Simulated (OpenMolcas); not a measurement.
Cr3+ (d3) in a complex was computed by SS-CASPT2, IPEA 0.25 Eh, imaginary shift 0.1 Eh with the d shell active (OpenMolcas, ANO-RCC-VTZP on the metal). Its lowest spin-free states, and all those of the highest spin:

| 2S+1 | Degeneracy | E (cm-1) |
| --- | --- | --- |
| 4 | 1 | 0 |
| 4 | 2 | 7740 |
| 4 | 1 | 10360 |
| 2 | 1 | 10980 |
| 2 | 2 | 11570 |
| 2 | 1 | 11650 |
| 2 | 1 | 12160 |
| 4 | 1 | 12220 |
| 2 | 1 | 15580 |
| 4 | 2 | 16220 |
| 2 | 2 | 16990 |
| 2 | 1 | 17340 |
| 4 | 1 | 23260 |
| 4 | 2 | 24260 |

Question: Is the site octahedral, tetrahedral or cube-like, axial, or of lower symmetry?

Answer: The states with 2S+1 = 4 have orbital degeneracies 1, 2, 1, 1, 2, 1, 2. There are pairs but no triples, so the site is axial: not cubic, but with a proper or improper axis of order three or more. The run had Cr3+ with 6 ligands (sulfide, chloride on the axis) in tetragonal octahedral coordination (D4h) at 2.5 Å, the axial distance 2.475 Å. A charge of +1.17 e stands 3.2 Å behind each ligand. Ligand basis ANO-RCC-VDZP.

Over all roots computed the reference weight is 0.60 to 0.62; a low but even weight reflects the number of correlated electrons. The sulfide ions are held by bare point charges, a crude embedding. Ligand-to-metal charge-transfer states are missing. With no ligand orbital active B as a rule stays too high, so bands that hang on it stand too high and its fall with covalency is understated. With one d shell and no ligand orbital active, 10Dq can be off by a tenth or more. The distance lies 4 % over the 2.4 Å that this model takes as the normal distance (a Shannon-type radius plus a fixed donor radius); by an R⁻⁵ law this alone changes a d-shell field by about -18 %. No measured value stands beside these numbers; the geometry was imposed, not optimised, and the real ion may take another.
